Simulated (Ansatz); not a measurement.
```xyz
2

Cu    0.0320   -0.0343   -1.0988
Cu   -0.0172    0.0427    1.1356
```

Basis set: aug-cc-pVDZ (spherical functions). Correlated methods keep 10 orbitals frozen. Charge 0, multiplicity 1.

Computed with Ansatz (development build ahead of 0.2.0); each method stands on the lowest determinant of its kind that the runs found. Restricted open shells among the atoms or ions are ROHF, correlated in semicanonical orbitals with singles.

The atomization energy at this shape (free ground-state atoms in the same class of orbitals less the molecule, no zero-point energy) of singlet Cu2:

```tsv
method	atomization energy
RHF-MP2	54.68 kcal/mol
```

(1) What does RHF give?

Results:

(1) 9.30 kcal/mol.
